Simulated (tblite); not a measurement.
A tight-binding relaxation on `C=C[SiH2]C(C)(C)[O][GaH2]`.

Computed with GFN2-xTB geometry optimisation, gas phase (tblite 0.8.0). Start geometry: from a force field or distance geometry. A driver script takes a list of jobs; this job's settings line and coordinates (Å) are shown.

Command:
```bash
OMP_NUM_THREADS=1 python probes_run.py task.json out
```

Input:
```
{"job": {"kind": "relax", "xc": "GFN2-xTB", "basis": "xTB"}, "charge": 0, "multiplicity": 1}
C     -2.430900     1.699000    -0.659600
C     -2.290800     0.431500    -0.311900
Si    -0.893000    -0.012300     0.849200
C      0.569700    -0.713000    -0.062600
C      0.349000    -2.194700    -0.372000
C      1.694700    -0.728100     0.970200
O      0.932200     0.009900    -1.182800
Ga     1.431900     1.906700    -0.773700
H     -3.247800     1.998000    -1.340400
H     -1.795100     2.495700    -0.302800
H     -2.964000    -0.365800    -0.676600
H     -0.458300     1.211600     1.531300
H     -1.384300    -1.001100     1.826700
H     -0.134900    -2.356100    -1.361800
H     -0.155800    -2.666900     0.473400
H      1.381900    -2.616800    -0.430300
H      1.499900     0.168000     1.634700
H      2.690800    -0.671400     0.496300
H      1.553100    -1.660400     1.559300
H      1.204800     2.188400     0.843000
H      2.437800     2.894600    -1.400400
```

Problem. Estimate the output.

Solution. 
```
step      E/eV     max force
  0    -660.03622    2.530
  1    -660.33211    1.494
  2    -660.52414    0.864
  3    -660.61408    0.830
  4    -660.69261    0.930
  5    -660.76910    0.856
  6    -660.83337    0.846
  7    -660.88568    0.828
  8    -660.93971    0.723
  9    -660.98800    0.711
... (182 lines left out)
192    -661.60333    0.017
193    -661.60338    0.018
194    -661.60343    0.017
195    -661.60348    0.013
196    -661.60352    0.013
197    -661.60355    0.013
198    -661.60358    0.012
199    -661.60361    0.013
200    -661.60365    0.013
201    -661.60367    0.009
```

«max force» is the largest atomic force in eV/Å.

Problem. From which step on does the largest force stay under 0.1 eV/Å, and how much energy is left to gain from there?

Solution. From step 148 (0.088 eV/Å), 20.2 meV above the end.

Main results: energy lowered by 36.1 kcal/mol over 201 steps; largest atomic force 0.009 eV/Å at the end.

Problem. Where do the atoms end?

Solution. 1.196 Å rms from the input after alignment:
```
atom  x, y, z in Å
C1    -1.7170    2.0076   -0.3533
C2    -1.9350    0.6923   -0.2490
Si3   -1.1472   -0.3666    1.1017
C4     0.6579   -0.6517    0.4581
C5     0.6803   -1.7744   -0.5823
C6     1.6173   -0.9843    1.6031
O7     1.0867    0.5585   -0.1447
Ga8    0.5914    1.6082   -1.4198
H9    -2.1430    2.6074   -1.1524
H10   -1.2492    2.5601    0.4546
H11   -2.4878    0.1987   -1.0419
H12   -1.1177    0.3932    2.3546
H13   -1.8657   -1.6386    1.2038
H14    0.0213   -1.5171   -1.4135
H15    0.3590   -2.7168   -0.1442
H16    1.6914   -1.8880   -0.9741
H17    1.6606   -0.1551    2.3051
H18    2.6196   -1.1476    1.2097
H19    1.2912   -1.8786    2.1290
H20    1.2037    2.9996   -1.2059
H21    0.1734    1.1102   -2.8298
```

The run took 3.2 s of wall time on one thread, Arm Neoverse N1 (aarch64), on a shared host.
Labels such as C1 count atoms from 1, the log's own numbers from 0.
